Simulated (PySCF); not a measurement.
## Fractional electron number in Fe(2+) (iron, charge +2)

The 3d beta orbital of [Ar] 3d6 is emptied in steps (occupation f), with all orbitals relaxed, ending at [Ar] 3d5. All numbers are calculated (PySCF 2.14, no relativity, point nucleus, in aug-cc-pVDZ (7s6p4d2f, 59 functions)). The exact energy is a straight line in f; departures are measured from the line between the end points of the same method.

```csv
f,PBE0 (eV),r2SCAN (eV),LC-wPBE (eV)
1,0.000,0.000,0.000
0.8,-0.863,-1.175,-0.453
0.6,-1.302,-1.766,-0.689
0.4,-1.308,-1.769,-0.698
0.2,-0.875,-1.178,-0.470
0,0.000,0.000,0.000
```

| method | E(f=0) − E(f=1) (eV) | −ε at f=1 (eV) | −ε at f=0.4 (eV) |
| --- | --- | --- | --- |
| PBE0 | 31.283 | 25.923 | 32.346 |
| r2SCAN | 31.089 | 23.774 | 32.559 |
| LC-wPBE | 31.652 | 28.867 | 32.190 |

Orbital energy along the path (eV):

```tsv
f	PBE0	r2SCAN	LC-wPBE
1	-25.923	-23.774	-28.867
0.8	-28.020	-26.665	-29.920
0.6	-30.165	-29.600	-31.031
0.4	-32.346	-32.559	-32.190
0.2	-34.553	-35.522	-33.391
0	-36.764	-38.404	-34.622
```

Reference removal energy between the ground levels: 30.651 ± 0.012 eV (measured; NIST Atomic Spectra Database, ionization energies). The calculation has no spin-orbit coupling. The determinant left behind need not be the lowest term of the ion.
